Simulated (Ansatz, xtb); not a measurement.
Ranking isomers of FH2SiSnZn

4 gas-phase structures of FH2SiSnZn, found in a search over its isomers (lower ones may exist). Each was relaxed with GFN2-xTB:

A. `F[SiH2][Sn][Zn]`, a doublet
B. `F[Si@H]([Zn])[SnH]`, a doublet
C. a doublet given by its coordinates
D. a doublet given by its coordinates

C (Å):

```xyz
6

F    -0.1697    1.5682   -0.2286
Si    0.6044    0.9559   -1.5583
Sn    1.9930    2.6345   -2.7008
Zn    0.3982    3.9577   -1.0716
H     0.0426   -0.3805   -1.3767
H     0.2108    4.5481    0.3826
```

Close contacts (Å): F1–Si2 1.66, Si2–Sn3 2.46, Sn3–Zn4 2.64, Si2–H5 1.46, Zn4–H6 1.58.

D (Å):

```xyz
6

F    -0.9546    3.1027   -1.2437
Si    0.5797    2.9306   -1.9896
Sn    1.6775    1.5698   -0.0639
Zn   -0.7813    1.1144    0.0759
H     1.8428    0.1367   -1.1241
H     0.7361    4.3899   -2.1190
```

Close contacts (Å): F1–Si2 1.71, Si2–Sn3 2.60, Sn3–Zn4 2.50, Si2–H6 1.47, Sn3–H5 1.79.

Question: Make a reasoned guess at their ranking by r2SCAN-D4/def2-SVP single-point energy.

Answer: Calculated order at r2SCAN-D4/def2-SVP: A (0.000), C (0.748), D (0.975), B (1.043) eV.

Energies above the lowest of each column, in eV:

```json
{"structure": "A", "GFN2-xTB": "0.000", "HF/STO-3G": "0.000", "r2SCAN-D4/def2-SVP": "0.000"}
{"structure": "C", "GFN2-xTB": "0.953", "HF/STO-3G": "2.259", "r2SCAN-D4/def2-SVP": "0.748"}
{"structure": "D", "GFN2-xTB": "0.213", "HF/STO-3G": "1.405", "r2SCAN-D4/def2-SVP": "0.975"}
{"structure": "B", "GFN2-xTB": "0.749", "HF/STO-3G": "2.334", "r2SCAN-D4/def2-SVP": "1.043"}
```

Every level run on A puts it lowest or level with the lowest. Some further structures that were screened fall inside this span and aren't listed. Flexible structures stand in one conformer each, not always the lowest. Frequencies (B3LYP-D3(BJ)/def2-SVP) were run for A alone. Open shells are spin-unrestricted, some with notable spin contamination. Atoms past krypton carry core potentials in the def2 sets, without spin–orbit terms.

Over these structures GFN2-xTB departs from r2SCAN-D4/def2-SVP by 0.315 eV on average once a common shift is removed. A GFN2-xTB relaxation took about 0.12 s and the r2SCAN-D4/def2-SVP energy about 2.6 s on a shared host (Ansatz 0.2.0, xtb 6.7.1).
